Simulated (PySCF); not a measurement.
Several orderings of computed values.

Species are written as SMILES; each is one conformer at its optimised geometry, gas phase, non-relativistic unless stated; the electronic structure was computed with PySCF and density fitting.

Dipoles, sizes and rotational constants follow the conformer. The torsions of the flexible species, by atom-mapped SMILES:
- `[CH:1]#[C:2][PH:3][CH:4]([CH3:5])[CH3:6]`: C2–P3–C4–C5 -50°
- `[CH3:1][O:2][CH2:3][c:4]1[n:5][cH:6][s:7][n:8]1`: C1–O2–C3–C4 75°, O2–C3–C4–N5 110°
- `[O:1]=[N:2]/[CH:3]=[CH:4]/[Cl:5]`: O1–N2–C3–C4 -34°
- `[CH2:1]=[CH:2][P:3]=[C:4]=[O:5]`: C1–C2–P3–C4 180°
- `[CH3:1][CH2:2][C:3]1=[C:4]([CH3:5])[PH:6]1`: C1–C2–C3–C4 1°
- `[F:1][c:2]1[cH:3][n:4][n:5][c:6]([C:7]([F:8])([F:9])[F:10])[cH:11]1`: N5–C6–C7–F8 -35°
- `[CH3:1][CH2:2][CH2:3][P@@H:4]([CH3:5])=[S:6]`: C1–C2–C3–P4 -178°, C2–C3–P4–C5 -76°
- `[CH:1]#[C:2][Si@H:3]([SiH3:4])[O:5][SiH2:6][NH2:7]`: C2–Si3–O5–Si6 -53°, Si3–O5–Si6–N7 -3°, H–N7–Si6–O5 40°, H–N7–Si6–O5 179°
- `[CH3:1][O:2][SiH:3]([O:4][CH3:5])[O:6][CH3:7]`: C1–O2–Si3–O4 40°, O2–Si3–O4–C5 -176°, O2–Si3–O6–C7 -54°
- `[CH3:1][CH2:2][PH:3][CH2:4][S:5][CH3:6]`: C1–C2–P3–C4 52°, C2–P3–C4–S5 166°, P3–C4–S5–C6 58°

Problem. Rank by HOMO–LUMO gap, lowest first (PBE0/def2-SVPD at GFN2-xTB geometries).
A. `CCC1=C(C)P1`
B. `C#CPC(C)C`
C. `N#Cc1ccccp1`
D. `COCc1ncsn1`
E. `O=N/C=C/Cl`
F. `C=CP=C=O`

Solution. E (3.41 eV), F (4.51 eV), C (5.30 eV), D (5.99 eV), A (6.63 eV), B (6.84 eV).

Problem. Rank by dipole moment, highest first (PBE0/def2-SVPD at GFN2-xTB geometries).
A. `O=N/C=C/Cl`
B. `C=CP=C=O`
C. `FC(F)(c1nncc(c1)F)F`
D. `CCC[P@@H](C)=S`
E. `CCC1=C(C)P1`
F. `COCc1ncsn1`
G. `N#CC1=CC=CC=P1`

Solution. G (5.44 D), D (4.60 D), C (3.49 D), A (2.47 D), E (2.26 D), F (1.92 D), B (1.45 D).

Problem. Rank by smallest rotational constant, lowest first (GFN2-xTB).
A. `S(C)CPCC`
B. `C#C[Si@H]([SiH3])O[SiH2]N`
C. `O=N/C=C/Cl`
D. `[C-]#[S+]`
E. `P(C(C)C)C#C`
F. `C=CP=C=O`
G. `CO[SiH](OC)OC`

Solution. B (0.662 GHz), A (0.984 GHz), G (1.183 GHz), E (1.469 GHz), C (1.619 GHz), F (1.944 GHz), D (25.029 GHz).

Problem. By how much do the two ends of that ranking differ?

Solution. By 24.367 GHz, between `[C-]#[S+]` and `C#C[Si@H]([SiH3])O[SiH2]N`.

Problem. Rank by HOMO energy, lowest first (PBE0/def2-SVPD at GFN2-xTB geometries).
A. `c1pc(ccc1)C#N`
B. `C(SC)PCC`
C. `C=CP=C=O`
D. `C#CPC(C)C`
E. `n1c(ncs1)COC`
F. `O=N/C=C/Cl`
G. `[C-]#[S+]`

Solution. G (-8.94 eV), A (-7.76 eV), E (-7.56 eV), D (-6.92 eV), F (-6.77 eV), C (-6.52 eV), B (-6.22 eV).

Problem. By how much do the two ends of that ranking differ?

Solution. By 2.72 eV, between `CCPCSC` and `[C-]#[S+]`.

Problem. Rank by static isotropic polarisability, highest first (PBE0/def2-SVPD at GFN2-xTB geometries).
A. `C#C[Si@H]([SiH3])O[SiH2]N`
B. `O=N/C=C/Cl`
C. `CCC1=C(C)P1`
D. `C=CP=C=O`
E. `CCPCSC`

Solution. A (112.2 au), E (97.6 au), C (85.8 au), D (67.3 au), B (56.3 au).

Problem. Rank by electronic spatial extent ⟨r²⟩ about the centre of nuclear charge, lowest first (PBE0/def2-SVPD at GFN2-xTB geometries).
A. `CCPCSC`
B. `CCC1=C(C)P1`
C. `Fc1cnnc(C(F)(F)F)c1`
D. `C(#N)c1ccccp1`
E. `COCc1ncsn1`
F. `[C-]#[S+]`
G. `O=N/C=C/Cl`
H. `C(=O)=PC=C`

Solution. F (79 bohr²), H (586 bohr²), G (644 bohr²), B (875 bohr²), D (1044 bohr²), E (1175 bohr²), A (1265 bohr²), C (1661 bohr²).

Problem. Give the two extremes of that set in Å².

Solution. `[C-]#[S+]`: 22 Å²; `Fc1cnnc(C(F)(F)F)c1`: 465 Å².
